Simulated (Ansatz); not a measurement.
The same path of AlFH4OSi + H2 (10 atoms, charge 0, multiplicity 1) was run twice with different band settings. Lost on the way: H9–H10. Made: Al1–H9, O2–H10.

The calculation used Ansatz 0.2.0, RHF/6-31G*.

Relaxed end points:

```xyz
10
Properties=species:S:1:pos:R:3
Al -0.111 -0.371 0.058
O -0.803 -0.531 1.576
Si -1.396 -0.698 3.082
H -2.670 -1.442 3.048
H -0.446 -1.433 3.938
H -1.640 0.629 3.678
F 1.515 -0.491 -0.081
H -0.963 -0.130 -1.230
H 0.391 2.905 0.598
H -0.021 2.711 1.170
```

```xyz
10
Properties=species:S:1:pos:R:3
Al 0.155 0.383 0.060
O -0.958 0.766 1.655
Si -1.156 -0.395 2.906
H -1.817 -1.579 2.366
H 0.136 -0.667 3.527
H -2.043 0.297 3.857
F 0.478 -1.123 0.722
H -0.872 0.410 -1.153
H 1.328 1.453 0.136
H -1.394 1.604 1.762
```

Common settings: movable images 7; climbing image yes; spring 5.0 eV/Å²; optimiser quadratic models (default); start path through a guess of the saddle point; iteration limit 60; end points relaxed.

| run | force threshold |
| --- | --- |
| 1 | 0.05 eV/Å |
| 2 | 0.2 eV/Å |

What does each run give, and how far can it be trusted?

Run 1: converged after 29 iterations, highest image 1.732 eV above the first end. Neighbouring images differ by up to 1.6 eV, so the band resolves the path poorly. A vibrational analysis at the climbing image gives one clearly imaginary mode, 1894i cm⁻¹: a first-order saddle point.
Run 2: converged after 10 iterations, highest image 1.758 eV above the first end. The threshold of 0.2 eV/Å is loose, so the images may lie well off the minimum-energy path. Neighbouring images differ by up to 1.4 eV, so the band resolves the path poorly. The order of the stationary point at the top wasn't checked.
The orbitals stay closed-shell, which can raise the energy where a bond breaks towards radicals; this wasn't checked here.
